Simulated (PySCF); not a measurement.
# Energy of Ge (germanium, neutral) between two integer charges

The 4p alpha orbital of [Ar] 3d10 4s2 4p2 is emptied in steps (occupation f), with all orbitals relaxed, ending at [Ar] 3d10 4s2 4p1. Computed with PySCF 2.14 in jorge-DZP-DKH, with the spin-free X2C one-electron Hamiltonian (Gaussian nucleus). The exact energy is a straight line in f; departures are measured from the line between the end points of the same method.

| f | UHF (eV) | LDA (eV) | PBE (eV) | PBE0 (eV) | r2SCAN (eV) | LC-wPBE (eV) | BHandHLYP (eV) | wB97X (eV) | MN15 (eV) | r2SCAN0 (eV) |
| --- | --- | --- | --- | --- | --- | --- | --- | --- | --- | --- |
| 1 | 0.000 | 0.000 | 0.000 | 0.000 | 0.000 | 0.000 | 0.000 | 0.000 | 0.000 | 0.000 |
| 0.9 | 0.028 | -0.342 | -0.330 | -0.240 | -0.313 | -0.017 | -0.159 | -0.042 | -0.206 | -0.230 |
| 0.7 | 0.065 | -0.798 | -0.770 | -0.557 | -0.723 | -0.036 | -0.371 | -0.097 | -0.474 | -0.531 |
| 0.5 | 0.077 | -0.950 | -0.915 | -0.660 | -0.849 | -0.039 | -0.440 | -0.117 | -0.556 | -0.622 |
| 0.3 | 0.065 | -0.797 | -0.767 | -0.551 | -0.701 | -0.028 | -0.369 | -0.100 | -0.456 | -0.512 |
| 0.1 | 0.028 | -0.341 | -0.328 | -0.234 | -0.296 | -0.010 | -0.158 | -0.044 | -0.189 | -0.215 |
| 0 | 0.000 | 0.000 | 0.000 | 0.000 | 0.000 | 0.000 | 0.000 | 0.000 | 0.000 | 0.000 |

Problem. For PBE, how does the orbital energy at f = 1 compare with the removal energy?

Solution. −ε = 4.073 eV against a total-energy difference of 7.745 eV. By Janak's theorem ε = ∂E/∂f, so the gap between them reflects the curvature. Along the path −ε is 4.810 (f = 0.9), 6.284 (f = 0.7), 7.754 (f = 0.5), 9.216 (f = 0.3), 10.663 (f = 0.1) eV.

```tsv
method	E(f=0) − E(f=1) (eV)	−ε at f=1 (eV)	−ε at f=0.5 (eV)
UHF	7.336	7.649	7.333
LDA	7.879	4.085	7.881
PBE	7.745	4.073	7.754
PBE0	7.811	5.142	7.830
r2SCAN	7.952	4.460	8.018
LC-wPBE	7.879	7.684	7.903
BHandHLYP	7.655	5.882	7.661
wB97X	7.588	7.127	7.581
MN15	7.821	5.521	7.874
r2SCAN0	7.963	5.390	8.021
```

Reference removal energy between the ground levels: 7.899 eV (measured; NIST Atomic Spectra Database, ionization energies). The calculation has no spin-orbit coupling. UHF lacks correlation.
